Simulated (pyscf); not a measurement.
**H₃C–O–Si(OH)(OH)–O–CH₃, singlet**

Gas-phase minimum from PySCF at ωB97X-D3(BJ)/def2-SVP, one conformer. H₃C–O–Si(OH)(OH)–O–CH₃ lies 15.9 kcal/mol over its isomer H₃C–CH₂–O–Si(OH)(OH)–OH (electronic energy, ωB97M-D3(BJ)/def2-TZVP). 

```xyz
15

C     -1.5962     0.6143    -2.8935
O     -1.2481     1.3190    -1.7205
Si     0.2075     1.1616    -0.9665
O      1.3707     1.2487    -2.1333
O      0.2664     2.3472     0.1793
O      0.4367    -0.2731    -0.1909
C     -0.2382    -0.6288     0.9973
H     -2.5278     1.0401    -3.2969
H     -0.8062     0.6959    -3.6594
H     -1.7664    -0.4561    -2.6802
H      2.2082     0.8256    -1.9190
H     -0.1933     3.1634    -0.0413
H     -1.3058    -0.8355     0.8034
H      0.2234    -1.5413     1.4049
H     -0.1700     0.1729     1.7523
```

Bonded distances (Å): C1–O2 1.412, C1–H8 1.101, C1–H9 1.103, C1–H10 1.105, O2–Si3 1.647, Si3–O4 1.650, Si3–O5 1.650, Si3–O6 1.647, O4–H11 0.962, O5–H12 0.962, O6–C7 1.412, C7–H13 1.105, C7–H14 1.101, C7–H15 1.103. Angles (°): O2–C1–H8 108.7, O2–C1–H9 111.3, O2–C1–H10 111.2, H8–C1–H9 108.8, H8–C1–H10 108.4, H9–C1–H10 108.4, C1–O2–Si3 123.4, O2–Si3–O4 107.1, O2–Si3–O5 106.3, O2–Si3–O6 115.0, O4–Si3–O5 115.3, O4–Si3–O6 106.3, O5–Si3–O6 107.1, Si3–O4–H11 115.6 (the first ones only).

Properties at ωB97X-D3(BJ)/def2-SVP:

```json
{
  "harmonic_wavenumbers_unscaled": "44, 69, 69, 89, 146, 163, 200, 244, 267, 336, 345, 403, 442, 706, 786, 807, 913, 923, 996, 1176, 1180, 1189, 1190, 1229, 1231, 1481, 1481, 1486, 1488, 1492, 1494, 3042, 3043, 3129, 3129, 3158, 3159, 3942, 3944 cm⁻¹",
  "zero_point_energy": "72.4 kcal/mol",
  "rotational_symmetry_number": "2",
  "Entropy of this conformer at 298 K and 1 atm, rigid rotor and harmonic oscillator, modes under 100 cm⁻¹ raised to 100": "407.3 J/(mol K)",
  "dipole_moment": "0.58 D"
}
```

Single-point totals, which compare only within one level:

| level | total energy (hartree) |
|---|---|
| ωB97X-D3(BJ)/def2-TZVP | -671.89870 |
| PBE/def2-TZVP | -671.19615 |
| r²SCAN/def2-TZVP | -671.56208 |
| B3LYP-D3(BJ)/def2-TZVP | -671.82662 |
| PBE0-D3(BJ)/def2-TZVP | -671.24830 |
| M06-2X/def2-TZVP | -671.62061 |
| ωB97M-D3(BJ)/def2-TZVP | -671.91264 |

The lowest mode is so soft that the shape along it may change with the basis. Soft torsions are taken as harmonic, which can shift the entropy by several J/(mol K).
